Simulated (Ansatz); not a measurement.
hafnium atom (Hf), triplet (core potentials on Hf); HF/def2-SV(P) in Ansatz (a program for electronic structure).

Ansatz was given this input:
Ansatz 0.2 input:
```yaml
crystal:
  periodic: [false, false, false]
  atoms:
    - {symbol: Hf, position_ang: [0.00000000, 0.00000000, 0.00000000]}
basis:
  gaussian:
    orbitals: def2-SV_P_.json
hamiltonian:
  xc: hf
magnetization: {spin_polarized: true, initial_magnetization: 2}
```
The basis file holds def2-SV(P) in the JSON format of the Basis Set Exchange.

What the program printed (banner, timings and long lists left out):

```
Functional definition: HF
134 factors; integrals over basis functions are off by at most 1.4e-4 eV
mean field evaluation 1: about -1287.9933 eV, gradient 4.9e0 eV
mean field evaluation 2: about -1287.9937 eV, gradient 4.9e0 eV
mean field evaluation 4: about -1288.6307 eV, gradient 9.8e-1 eV
mean field evaluation 8: about -1288.6899 eV, gradient 2.6e-1 eV
mean field evaluation 16: about -1288.7173 eV, gradient 2.7e-5 eV
mean field evaluation 32: about -1288.2477 eV, gradient 4.6e-1 eV
mean field evaluation 64: about -1288.7127 eV, gradient 1.1e-1 eV
mean field evaluation 96: about -1288.6746 eV, gradient 4.9e-1 eV
mean field evaluation 128: about -1288.3450 eV, gradient 6.2e-1 eV
mean field evaluation 160: about -1288.5974 eV, gradient 2.6e0 eV
mean field evaluation 192: about -1288.5601 eV, gradient 8.3e-2 eV
mean field evaluation 224: about -1288.2553 eV, gradient 4.1e-1 eV
mean field evaluation 256: about -1288.7173 eV, gradient 2.9e-5 eV
mean field -1288.71730452 eV, -47.3594874173 hartree, gradient 2.7e-5 eV, S^2 2.011441; 4 other end points of the search recorded, 0 dependent functions left out
reference -1288.71730452 eV, -47.3594874173 hartree; 7, 5 occupied and 18, 20 virtual orbitals, 134 factors
Total energy: -1288.71730452 eV, -47.3594874173 hartree
```
